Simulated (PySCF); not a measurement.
## Reading a saddle point

A first-order saddle point of BHSBrF, singlet, PBE0-D4/def2-TZVP, with one imaginary mode of 721i cm⁻¹:

B1  (-0.724, 0.022, -0.103)
Br2  (1.568, 0.820, -0.472)
S3  (-0.465, -1.253, 0.949)
H4  (1.089, -0.381, 0.434)
F5  (-1.468, 0.792, -0.808)
(Å)

Computed with PySCF 2.14 with density fitting (its default auxiliary sets; JK sets also for MP2 and CCSD(T)) (basis: def2-TZVPP and def2-QZVPP); correlated methods freeze the cores. Filled d shells of the heavier atoms are correlated. The def2 sets are not built for correlating such inner shells, so the correlated values are less sure here. Extrapolation: Hartree–Fock as exp(−7.88 √X), correlation as X^−2.97.

Task: Which contacts change along the imaginary mode, and what lies on either side? (A judgement: the text doesn't fix the answer.)

Result: By the calculation: The step is BHSBrF ([F][B]([SH])[Br]) → BSF + HBr, with the molecules in contact on both sides. Shortening one way: Br2–H4; lengthening the same way: B1–Br2, S3–H4.
| pair | one side (Å) | saddle (Å) | other side (Å) |
| --- | --- | --- | --- |
| Br2–H4 | 3.00 | 1.58 | 1.43 |
| B1–Br2 | 1.92 | 2.45 | 3.80 |
| S3–H4 | 1.34 | 1.85 | 2.57 |

Task: Which side is lower, and how far does the saddle lie above each? (An estimate is asked for; the value comes from the calculation.)

Result: By the calculation: The side with B1–Br2, S3–H4 short is lower by 32.26 kcal/mol; the saddle lies 47.71 kcal/mol above it and 15.46 kcal/mol above the other (CCSD(T) at an estimated basis limit (MP2 extrapolated from triple and quadruple zeta, plus CCSD(T) − MP2 in triple zeta); electronic energies).

T1 diagnostic: at most 0.014.

Labels in which every atom is bracketed show which atoms are joined, not bond orders.

For scale, one of the runs: CCSD(T)/def2-TZVPP, 166 basis functions, launched by `OMP_NUM_THREADS=4 python run.py`. Hardware: 4 CPU threads of a Oxide Virtual Turin-like, shared host. Wall time 2.7 min; peak host memory 1.8 GiB.
